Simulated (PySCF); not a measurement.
# One molecule, several mistakes: AlBGeH4O

All numbers below are calculated, not measured. The program is PySCF 2.14.0, an open-source quantum chemistry code, run on an isolated molecule that a program drew, which may never have been made. The molecule is AlBGeH4O (charge 0, singlet), drawn as the SMILES string `[Al][BH][O][GeH3]`.

Each row is a Hartree-Fock (HF) and frozen-core CCSD(T) single point in the cc-pV(D+d)Z basis, meant for a local HF minimum. Run 1 is clean. Each other run has one planted mistake out of seven kinds, and not every kind appears here: one electron removed, one electron added, multiplicity raised by two, geometry at a saddle point, minimal basis STO-3G, one bond length entered in bohr, all coordinates scaled. The reference is restricted for singlets and unrestricted otherwise, and also for a bond in bohr. Adding or removing an electron swaps singlet and doublet. Electrons count all cores. HOMO and LUMO are orbital energies over both spins, the gradient is its largest component, and the lowest frequency (negative if imaginary) is given only where the gradient is small. Bond lengths are over the 7 bonds as drawn. T1 is the CCSD diagnostic: over 0.02 (restricted) or 0.045 (unrestricted) a single reference is doubtful. Germanium has the cc-pVDZ-PP basis, with a core potential (ECP10MDF) in place of its 10 inner electrons, and its 3s, 3p and 3d shells are frozen in CCSD(T).

Geometry of the clean run:
```xyz
8
AlBGeH4O, angstrom
Al    0.7730   -0.8569   -4.4573
B     0.8550   -1.1557   -2.2216
O     1.5894   -0.2162   -1.5673
Ge    1.8765   -0.1330    0.2103
H     0.3360   -2.0330   -1.5403
H     2.7537    1.0957    0.4200
H     2.5862   -1.4145    0.6409
H     0.5255    0.0112    0.9070
```

```
run  electrons  basis functions  <S^2>  HOMO (eV)  LUMO (eV)  gradient (hartree/bohr)  lowest frequency (cm^-1)  mean bond (Å)  longest bond (Å)      T1  HF (hartree)  CCSD(T) (hartree)                          mistake
  1         62               94  0.000      -6.69       0.84                  1.9e-06                        37         1.6034             2.257  0.0170    -637.16631         -637.63789                         no fault
  2         62               94  1.341      -7.11       0.90                  7.8e-03                         -         1.7975             2.885  0.0837    -637.06532         -637.52124  one bond length entered in bohr
  3         63               94  1.037      -0.13       6.15                  3.5e-02                         -         1.6034             2.257  0.0524    -637.15385         -637.63715               one electron added
  4         62               94  0.000      -6.80       0.80                  2.8e-02                         -         1.6756             2.359  0.0187    -637.15325         -637.63181           all coordinates scaled
  5         61               94  0.792     -14.37      -5.06                  6.6e-02                         -         1.6034             2.257  0.0234    -636.95138         -637.39369                                ?
  6         62               94  2.021      -5.89       0.73                  1.2e-02                         -         1.6034             2.257  0.0300    -637.14768         -637.60438                                ?
```

**Which mistake was planted in run 5, and what did it cost?**

It counts 61 electrons, one fewer than the clean run, at the same geometry and basis. So the mistake is: one electron removed. Subtracting run 1 and multiplying by 627.51 kcal/mol a hartree, the energy moved by 134.9 kcal/mol in HF and 153.2 kcal/mol in CCSD(T).

**Which mistake was planted in run 6, and what did it cost?**

Electrons, basis and geometry are unchanged, and <S^2> is 2.021, beside S(S+1) = 2.00 for a multiplicity of 3. So the mistake is: multiplicity raised by two. Subtracting run 1 and multiplying by 627.51 kcal/mol a hartree, the energy moved by 11.7 kcal/mol in HF and 21.0 kcal/mol in CCSD(T).

Cautions from the logs. Run 2: T1 is over the limit, so its CCSD(T) energy is less reliable; run 3: T1 is over the limit, so its CCSD(T) energy is less reliable and the added electron raises the CCSD(T) energy, so it isn't bound in this basis.
